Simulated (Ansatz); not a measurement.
C3H5FGe can be A, `FC1=[CH][GeH2][CH2]1`, or B, `[F][GeH2][C]1=CC1`.

Calculated with Ansatz (gas phase, PBE0-D4/def2-TZVP geometries, no zero-point term in ΔE). CCSD(T)/CBS is the MP2 limit (def2-TZVPP, def2-QZVPP) plus CCSD(T) − MP2 in def2-TZVPP, frozen cores. DFT in def2-TZVPP. B3LYP here is the variant with VWN-RPA as its local correlation; programs differ in this. For Ge outer-core shells are correlated without core-valence functions, which leaves a few kJ/mol of doubt a bond. Scalar relativity is left out up to krypton. Each species was taken in one conformer, which may not be the lowest.

Problem. Which isomer does CCSD(T)/CBS put lower? Give the gap. (An estimate is asked.)

Solution. The calculation gave: A, by 5.5 kcal/mol.

Problem. Give E(B) − E(A) in kcal/mol with B3LYP, MP2/def2-TZVPP, PBE-D4, LDA (SPW92), CCSD/def2-TZVPP, r2SCAN-D4, B3LYP-D4. (Best estimate.)

Solution. Computed: B3LYP 3.8, MP2/def2-TZVPP 3.3, PBE-D4 7.8, LDA (SPW92) 13.4, CCSD/def2-TZVPP 4.5, r2SCAN-D4 6.4, B3LYP-D4 4.5. None reverses the order clearly.

Problem. Does the order hold for the free energy at 298.15 K (harmonic terms from PBE0-D4)? (An estimate is asked.)

Solution. The calculation gave: Yes: G(B) − G(A) = +3.4 kcal/mol, for one conformer each. Modes under 60 cm⁻¹, often nearly free rotors, make the harmonic entropy too high.

Largest T1 diagnostic: 0.012.

At CCSD(T), def2-SVP lies −2.2 kcal/mol from the extrapolated value and def2-TZVPP −0.3 kcal/mol. In def2-TZVPP, CCSD(T) changes the Hartree–Fock value by +4.5 kcal/mol (the triples alone add +0.8 kcal/mol) and MP2 by +2.6 kcal/mol.
